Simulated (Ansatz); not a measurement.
`[SH][SnH]([Cl])[Cl]` + H₂Se → `[Cl][SnH]([Cl])[SeH]` + H₂S  (ligand exchange at the Sn–S bond)

Isolated molecules relaxed with PBE0-D4/def2-TZVP in Ansatz; ΔE leaves out vibrations. CCSD(T)/CBS is the MP2 limit (def2-TZVPP, def2-QZVPP) plus CCSD(T) − MP2 in def2-TZVPP, frozen cores. This one scheme is used for every species. Functionals use def2-TZVPP. B3LYP here is the variant with VWN-RPA as its local correlation; programs differ in this. Elements past krypton have def2 core potentials. For Se, Sn outer-core shells are correlated without core-valence functions, which leaves a few kJ/mol of doubt a bond. Scalar relativity is left out up to krypton. Each species was taken in one conformer, which may not be the lowest.

Problem. Is it downhill or uphill in electronic energy at CCSD(T)/CBS, and by how much? (Best estimate.)

Solution. Ansatz gave: Downhill: ΔE = -0.21 eV.

Problem. What do these levels give: revPBE-D4, B3LYP-D4, CAM-B3LYP-D4, PBE-QIDH, BLYP, CAM-B3LYP, RPA@PBE/def2-TZVPP, MP2/def2-TZVPP, CCSD(T)/def2-TZVPP, HF/def2-QZVPP, MP2/CBS(def2), CCSD/CBS(def2)? (Estimate.)

Solution. The calculation gave: revPBE-D4 -0.18, B3LYP-D4 -0.20, CAM-B3LYP-D4 -0.18, PBE-QIDH -0.19, BLYP -0.18, CAM-B3LYP -0.18, RPA@PBE/def2-TZVPP -0.16, MP2/def2-TZVPP -0.19, CCSD(T)/def2-TZVPP -0.17, HF/def2-QZVPP -0.20, MP2/CBS(def2) -0.23, CCSD/CBS(def2) -0.22 eV.

Largest T1 diagnostic among the species: 0.011.

Leaving LDA and LC-ωPBE aside and taking each functional with its dispersion term where it has one, the values, not all of them listed here, spread over 0.09 eV, from BHLYP-D4 to B97M-V.
